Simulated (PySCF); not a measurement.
A geometry optimisation, step by step.

Species: C3H5AlF2.
Atom-mapped SMILES: `[F:1]/[CH:2]=[C:3](/[F:4])[CH2:5][AlH2:6]` (hydrogens: H7 on C2; H8, H9 on C5; H10, H11 on Al6)

Method: PBE0-D3(BJ)/def2-SVP geometry optimisation, gas phase (PySCF 2.14.0); density fitting, grid level 1; the optimiser is geomeTRIC in internal coordinates, started from a GFN2-xTB structure with every atom displaced at random (about 0.01 Å). The frame can shift and turn from step to step; on so coarse a grid that alone can change the energy by a few meV, and forces under 0.02 eV/Å are noise.

Step 0: E = -15201.1682 eV, largest atomic force 2.042 eV/Å
```
atom  x, y, z in Å  |  force x, y, z in eV/Å
F1      0.061    1.161    1.082   -0.733   0.104   0.118
C2     -1.153    0.733    0.508    0.393  -0.261   0.130
C3     -1.054   -0.398   -0.186    1.677  -0.285   0.338
F4     -2.089   -0.862   -0.814   -1.260  -0.375  -0.572
C5      0.242   -1.120   -0.325   -0.091   1.504   1.379
Al6     1.471    0.530   -0.126   -0.097  -1.108  -0.173
H7     -1.990    1.355    0.714   -0.575   0.664   0.272
H8      0.411   -1.735    0.575    0.009  -0.021   0.131
H9      0.173   -1.801   -1.137    0.166  -0.614  -1.274
H10     2.636    0.491    0.896    0.508  -0.098   0.301
H11     1.332    1.621   -1.201    0.004   0.489  -0.648
```

Step 1: E = -15201.3846 eV, largest atomic force 0.497 eV/Å
```
atom  x, y, z in Å  |  force x, y, z in eV/Å
F1     -0.019    1.192    1.086   -0.123   0.217   0.006
C2     -1.225    0.728    0.553    0.265   0.026   0.095
C3     -1.078   -0.399   -0.147   -0.362  -0.021  -0.339
F4     -2.149   -0.894   -0.777    0.314   0.014   0.230
C5      0.237   -1.059   -0.285   -0.161  -0.251  -0.078
Al6     1.529    0.481   -0.169   -0.148  -0.043   0.016
H7     -2.076    1.365    0.780    0.040  -0.066  -0.017
H8      0.397   -1.704    0.599    0.064  -0.062  -0.037
H9      0.226   -1.723   -1.171    0.095   0.275   0.114
H10     2.755    0.408    0.840   -0.014  -0.027  -0.019
H11     1.438    1.577   -1.325    0.032  -0.061   0.028
```

Step 2: E = -15201.4046 eV, largest atomic force 0.283 eV/Å
```
atom  x, y, z in Å  |  force x, y, z in eV/Å
F1     -0.023    1.236    1.076   -0.067  -0.038  -0.153
C2     -1.214    0.733    0.552   -0.143   0.070   0.006
C3     -1.084   -0.397   -0.149    0.118  -0.096  -0.070
F4     -2.148   -0.929   -0.749    0.098   0.172   0.202
C5      0.229   -1.055   -0.290    0.004  -0.074   0.120
Al6     1.518    0.481   -0.161   -0.044  -0.076   0.007
H7     -2.072    1.357    0.783   -0.046  -0.019   0.004
H8      0.399   -1.714    0.582    0.002  -0.054  -0.056
H9      0.238   -1.694   -1.186    0.055   0.127  -0.061
H10     2.739    0.389    0.851    0.000  -0.005   0.004
H11     1.452    1.564   -1.325    0.022  -0.009  -0.004
```

Step 3: E = -15201.4221 eV, largest atomic force 0.397 eV/Å
```
atom  x, y, z in Å  |  force x, y, z in eV/Å
F1     -0.044    1.293    1.039    0.069  -0.009  -0.108
C2     -1.222    0.743    0.545    0.073   0.002  -0.027
C3     -1.074   -0.396   -0.139    0.130   0.093   0.283
F4     -2.160   -0.936   -0.664   -0.262  -0.223  -0.198
C5      0.235   -1.055   -0.299    0.003   0.134   0.347
Al6     1.508    0.475   -0.149    0.133   0.006   0.036
H7     -2.099    1.337    0.778   -0.081   0.015   0.020
H8      0.420   -1.743    0.547   -0.075  -0.041  -0.069
H9      0.271   -1.641   -1.219   -0.023  -0.058  -0.276
H10     2.715    0.359    0.875    0.014   0.033   0.036
H11     1.485    1.536   -1.329    0.019   0.047  -0.044
```

Step 4: E = -15201.4378 eV, largest atomic force 0.341 eV/Å
```
atom  x, y, z in Å  |  force x, y, z in eV/Å
F1     -0.051    1.325    1.006    0.025  -0.039  -0.095
C2     -1.227    0.746    0.543   -0.019  -0.024  -0.046
C3     -1.079   -0.403   -0.125    0.189   0.110   0.190
F4     -2.164   -0.968   -0.629   -0.270  -0.169  -0.123
C5      0.234   -1.051   -0.300    0.071   0.147   0.264
Al6     1.515    0.474   -0.139    0.104   0.018   0.023
H7     -2.113    1.326    0.780   -0.017   0.016   0.021
H8      0.412   -1.766    0.524   -0.045  -0.068  -0.062
H9      0.277   -1.603   -1.245   -0.048  -0.036  -0.171
H10     2.713    0.370    0.900   -0.012   0.022   0.031
H11     1.518    1.523   -1.331    0.022   0.024  -0.032
```

Step 5: E = -15201.4734 eV, largest atomic force 0.289 eV/Å
```
atom  x, y, z in Å  |  force x, y, z in eV/Å
F1     -0.094    1.440    0.841   -0.004  -0.049   0.016
C2     -1.253    0.756    0.510   -0.188  -0.119  -0.045
C3     -1.090   -0.435   -0.074    0.133   0.042   0.030
F4     -2.178   -1.110   -0.438   -0.088   0.017   0.053
C5      0.237   -1.032   -0.307    0.118   0.237  -0.117
Al6     1.543    0.479   -0.094    0.017   0.011  -0.019
H7     -2.166    1.283    0.782    0.099   0.053  -0.016
H8      0.394   -1.858    0.406    0.046  -0.084  -0.057
H9      0.294   -1.434   -1.335   -0.087  -0.071   0.115
H10     2.671    0.413    1.026   -0.065   0.011   0.027
H11     1.676    1.471   -1.334    0.018  -0.048   0.012
```

Step 6: E = -15201.4828 eV, largest atomic force 0.227 eV/Å
```
atom  x, y, z in Å  |  force x, y, z in eV/Å
F1     -0.104    1.461    0.794    0.011  -0.008   0.024
C2     -1.261    0.758    0.500   -0.124  -0.084  -0.002
C3     -1.092   -0.444   -0.055    0.025  -0.037  -0.009
F4     -2.182   -1.149   -0.363    0.040   0.077   0.052
C5      0.239   -1.023   -0.317    0.066   0.162  -0.146
Al6     1.551    0.480   -0.086   -0.018   0.010  -0.029
H7     -2.171    1.286    0.779    0.067   0.032  -0.016
H8      0.401   -1.879    0.359    0.051  -0.060  -0.028
H9      0.281   -1.396   -1.358   -0.075  -0.050   0.117
H10     2.646    0.426    1.066   -0.061   0.002   0.029
H11     1.726    1.454   -1.335    0.019  -0.042   0.007
```

Step 7: E = -15201.4933 eV, largest atomic force 0.155 eV/Å
```
atom  x, y, z in Å  |  force x, y, z in eV/Å
F1     -0.111    1.487    0.736    0.045   0.046   0.003
C2     -1.267    0.760    0.497    0.030   0.008   0.043
C3     -1.089   -0.455   -0.022   -0.114  -0.104  -0.017
F4     -2.179   -1.192   -0.251    0.104   0.071  -0.004
C5      0.240   -1.008   -0.340   -0.006  -0.031  -0.086
Al6     1.556    0.483   -0.087   -0.036   0.003  -0.022
H7     -2.169    1.297    0.779   -0.013  -0.014   0.007
H8      0.424   -1.899    0.285    0.028   0.019   0.028
H9      0.239   -1.357   -1.389   -0.032   0.007   0.021
H10     2.590    0.429    1.118   -0.027   0.006   0.031
H11     1.801    1.428   -1.343    0.022  -0.012  -0.004
```

Step 8: E = -15201.4962 eV, largest atomic force 0.093 eV/Å
```
atom  x, y, z in Å  |  force x, y, z in eV/Å
F1     -0.110    1.499    0.715    0.032   0.014  -0.008
C2     -1.264    0.761    0.502    0.047   0.025   0.031
C3     -1.089   -0.457   -0.011   -0.079  -0.036   0.011
F4     -2.178   -1.199   -0.220    0.061   0.026  -0.015
C5      0.237   -1.004   -0.351   -0.020  -0.070  -0.058
Al6     1.556    0.483   -0.091   -0.027   0.000  -0.010
H7     -2.164    1.296    0.792   -0.025  -0.018   0.013
H8      0.433   -1.902    0.261    0.013   0.037   0.038
H9      0.218   -1.348   -1.401   -0.011   0.015  -0.018
H10     2.561    0.428    1.138   -0.013   0.008   0.022
H11     1.833    1.415   -1.350    0.021   0.000  -0.004
```

Step 9: E = -15201.4990 eV, largest atomic force 0.072 eV/Å
```
atom  x, y, z in Å  |  force x, y, z in eV/Å
F1     -0.104    1.512    0.689   -0.001  -0.014  -0.010
C2     -1.259    0.762    0.513    0.038   0.014   0.001
C3     -1.089   -0.457   -0.001    0.013   0.032   0.030
F4     -2.177   -1.203   -0.185   -0.025  -0.024  -0.012
C5      0.231   -0.999   -0.371   -0.023  -0.058  -0.035
Al6     1.556    0.480   -0.101   -0.010   0.002   0.007
H7     -2.155    1.292    0.822   -0.012  -0.010   0.012
H8      0.442   -1.899    0.233   -0.007   0.032   0.031
H9      0.189   -1.336   -1.421    0.008   0.015  -0.029
H10     2.516    0.426    1.164    0.004   0.003   0.004
H11     1.883    1.394   -1.360    0.013   0.009   0.001
```

Step 10: E = -15201.4997 eV, largest atomic force 0.061 eV/Å
```
atom  x, y, z in Å  |  force x, y, z in eV/Å
F1     -0.100    1.516    0.680   -0.007  -0.017  -0.009
C2     -1.254    0.764    0.518    0.007   0.006  -0.002
C3     -1.091   -0.455    0.001    0.040   0.042   0.019
F4     -2.179   -1.201   -0.173   -0.036  -0.026  -0.006
C5      0.226   -0.997   -0.382   -0.013  -0.025  -0.025
Al6     1.557    0.476   -0.104   -0.005  -0.002   0.011
H7     -2.149    1.290    0.841   -0.001  -0.002   0.007
H8      0.440   -1.897    0.223   -0.005   0.013   0.014
H9      0.178   -1.330   -1.433    0.007   0.007  -0.012
H10     2.500    0.421    1.174    0.007  -0.003  -0.004
H11     1.907    1.386   -1.361    0.006   0.007   0.005
```

Step 11: E = -15201.4999 eV, largest atomic force 0.032 eV/Å
```
atom  x, y, z in Å  |  force x, y, z in eV/Å
F1     -0.096    1.516    0.676   -0.004  -0.002  -0.004
C2     -1.252    0.766    0.522   -0.008  -0.008  -0.003
C3     -1.092   -0.452    0.001    0.027   0.018   0.004
F4     -2.183   -1.197   -0.167   -0.022  -0.009  -0.001
C5      0.221   -0.996   -0.390   -0.003   0.006  -0.010
Al6     1.558    0.472   -0.105    0.000  -0.003   0.009
H7     -2.144    1.290    0.854    0.006   0.003   0.003
H8      0.435   -1.895    0.215   -0.003  -0.002  -0.002
H9      0.172   -1.325   -1.443    0.000   0.000   0.002
H10     2.493    0.411    1.179    0.006  -0.006  -0.005
H11     1.923    1.382   -1.357    0.000   0.004   0.006
```

Step 12: E = -15201.5000 eV, largest atomic force 0.022 eV/Å
```
atom  x, y, z in Å  |  force x, y, z in eV/Å
F1     -0.091    1.515    0.679    0.001   0.004  -0.001
C2     -1.249    0.768    0.525   -0.014  -0.008   0.003
C3     -1.094   -0.448   -0.001    0.001  -0.004  -0.010
F4     -2.188   -1.191   -0.168    0.004   0.008   0.002
C5      0.216   -0.994   -0.397    0.006   0.021   0.005
Al6     1.559    0.467   -0.104    0.002  -0.004   0.006
H7     -2.139    1.292    0.864    0.005   0.004   0.000
H8      0.429   -1.895    0.206    0.001  -0.011  -0.012
H9      0.167   -1.319   -1.451   -0.005  -0.004   0.006
H10     2.492    0.395    1.181    0.003  -0.007  -0.003
H11     1.933    1.383   -1.350   -0.004   0.002   0.005
```

Problem. Summarise the path.

Solution. The energy falls by 0.3318 eV from step 0 to step 12; nine tenths of that is first reached at step 5. It falls at every step. The largest force goes from 2.042 to 0.022 eV/Å. Among the bonds C5–Al6 changes most, from 2.066 to 2.006 Å; the atoms move by 0.428 Å rms after alignment.

The cost below is that of the whole optimisation. Hardware: an Arm Neoverse V2 with one thread, shared host with 96 logical CPUs at a one-minute load of 64. Cost: 60 s of wall time, 0.48 GiB resident at most.
